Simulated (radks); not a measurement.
Problem. These are the eigenvalues of the occupied orbitals of an atom or ion with whole-number occupations (eV). Calculated with a radial shooting solver on a logarithmic mesh with Libxc functionals: scalar-relativistic Kohn-Sham, PBEsol, spin-polarised, spherical densities, finite nucleus; Fermi nuclear charge, rms radius of each element as measured or else 0.836 A^(1/3) + 0.57 fm.

1s: -11745.07
2s: -1520.206
2p: -1337.724
3s: -224.3545
3p: -167.9053
3d: -74.9444
4s: -44.4620

Which element is it, and in what charge state? The configuration may be excited. Open shells, if any, are filled with parallel spins first.

Solution. Z = 33, arsenic, charge +3: As3+ in [Ar] 3d10 4s2. The list shows which subshells hold electrons but not how many an open one holds; the 1s level, -431.62 hartree, gives Z - s = 29.4 by -(Z - s)^2/2, which with screening and relativity narrows Z to a few neighbours, and the depths of the outer levels then fix element, charge and occupations together.
